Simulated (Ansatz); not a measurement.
`CO[SiH](S)Cl`, relaxed with RKS PBE0-D4/def2-TZVP in the Gaussian-basis code of Ansatz from a GFN2-xTB geometry. The force threshold is 0.005 eV/Å; the program also tests the step.

Charge 0, multiplicity 1.

Start:

```xyz
10

C     1.547   -0.526    0.531
O     0.589    0.493    0.595
Si   -0.951    0.508    0.135
S    -1.062   -0.364   -1.833
Cl   -1.450    2.439    0.160
H     1.460   -1.085   -0.402
H     1.420   -1.210    1.371
H     2.530   -0.060    0.586
H    -1.815   -0.273    1.006
H    -2.268    0.079   -2.150
```

| step | energy (eV) | largest force (eV/Å) | largest move (Å) |
| --- | --- | --- | --- |
| 1 | -34392.1687 | 0.871 | 0.000 |
| 2 | -34392.2314 | 0.771 | 0.191 |
| 3 | -34392.2486 | 0.413 | 0.100 |
| 4 | -34392.2633 | 0.120 | 0.200 |
| 5 | -34392.2652 | 0.066 | 0.031 |
| 6 | -34392.2711 | 0.094 | 0.103 |
| 7 | -34392.2748 | 0.107 | 0.110 |
| 8 (rejected) | -34392.2608 | 0.592 | 0.142 |
| 9 | -34392.2774 | 0.047 | 0.037 |
| 10 | -34392.2775 | 0.049 | 0.035 |
| 11 | -34392.2778 | 0.013 | 0.009 |
| 12 | -34392.2778 | 0.006 | 0.007 |
| 13 | -34392.2779 | 0.012 | 0.009 |
| 14 | -34392.2779 | 0.014 | 0.012 |
| 15 | -34392.2779 | 0.010 | 0.011 |
| 16 | -34392.2779 | 0.008 | 0.007 |
| 17 | -34392.2779 | 0.004 | 0.005 |

End:

```xyz
10

C     1.510   -0.540    0.518
O     0.694    0.614    0.467
Si   -0.872    0.616    0.038
S    -1.017   -0.061   -1.972
Cl   -1.508    2.540    0.269
H     1.548   -1.044   -0.452
H     1.148   -1.248    1.270
H     2.517   -0.222    0.791
H    -1.715   -0.238    0.905
H    -2.305   -0.417   -1.835
```

It took 29 s on 2 threads of an AMD EPYC 7R13 on a shared host and a share of an NVIDIA H100 80 GB, with 0.88 GiB of host memory at the peak.
